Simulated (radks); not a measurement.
All-electron atom: the strontium ion Sr37+ in 1s1 (the NIST ground configuration). Method: scalar-relativistic Kohn-Sham, PBEsol, spin-polarised, spherical densities, point nucleus; open shells are filled with parallel spins first (spin-orbit coupling, left out, can overturn this in heavy ions); computed with a radial shooting solver on a logarithmic mesh with Libxc functionals.

Normalised radial functions P(r) = r R(r), r in bohr:

```
   r/bohr * 1s up, o 2s up, + 2p up (the largest magnitude, 4.57, reaches the edge; | marks zero, & curves that meet)
 0.001319                             +o  *
 0.001452                             + o *
 0.001598                             + o  *
 0.001759                             + o  *
 0.001921                             + o   *
 0.002114                             + o   *
 0.002327                             + o    *
 0.002562                             +  o   *
  0.00282                             +  o    *
 0.003104                             +  o    *
 0.003417                             +  o     *
 0.003761                             +   o     *
 0.004107                             +   o      *
 0.004521                             +   o      *
 0.004976                             +   o       *
 0.005477                             +    o       *
 0.006029                             +    o        *
 0.006637                             +    o         *
 0.007306                             |+    o         *
 0.008042                             |+    o          *
 0.008781                             |+    o           *
 0.009666                             |+     o           *
  0.01064                             |+     o             *
  0.01171                             |+     o              *
  0.01289                             | +     o              *
  0.01419                             | +     o               *
  0.01562                             | +     o                *
   0.0172                             | +     o                *
  0.01878                             |  +    o                 *
  0.02067                             |  +    o                  *
  0.02275                             |   +   o                  *
  0.02504                             |   +   o                  *
  0.02757                             |    + o                   *
  0.03035                             |     +o                   *
   0.0334                             |     o+                  *
  0.03677                             |    o +                 *
  0.04015                             |   o   +               *
   0.0442                             | o      +             *
  0.04865                             |o        +          *
  0.05355                            o|          +       *
  0.05895                          o  |           +    *
  0.06489                        o    |            + *
  0.07142                      o      |            *+
  0.07862                    o        |          *   +
  0.08585                  o          |        *      +
   0.0945                o            |      *        +
    0.104               o             |    *          +
   0.1145              o              |   *           +
    0.126             o               |  *           +
   0.1387             o               | *            +
   0.1527             o               |*            +
   0.1681              o              |*          +
   0.1836                o            *          +
   0.2021                 o           *        +
   0.2224                   o         *       +
   0.2448                     o       *     +
   0.2695                       o     *    +
   0.2967                        o    *  +
   0.3266                          o  * +
   0.3595                           o * +
   0.3925                            o*+
   0.4321                            o*+
   0.4756                             &
   0.5236                             &
```

1s up: eigenvalue -19777.3 eV, 0 radial nodes, <r> = 0.0385 bohr, 90 % of the charge inside 0.0687 bohr. 2s up (empty): eigenvalue -4879.4 eV, 1 radial node at r = 0.0507 bohr, <r> = 0.155 bohr, 90 % of the charge inside 0.237 bohr. 2p up (empty): eigenvalue -4792.1 eV, 0 radial nodes, <r> = 0.131 bohr, 90 % of the charge inside 0.210 bohr.
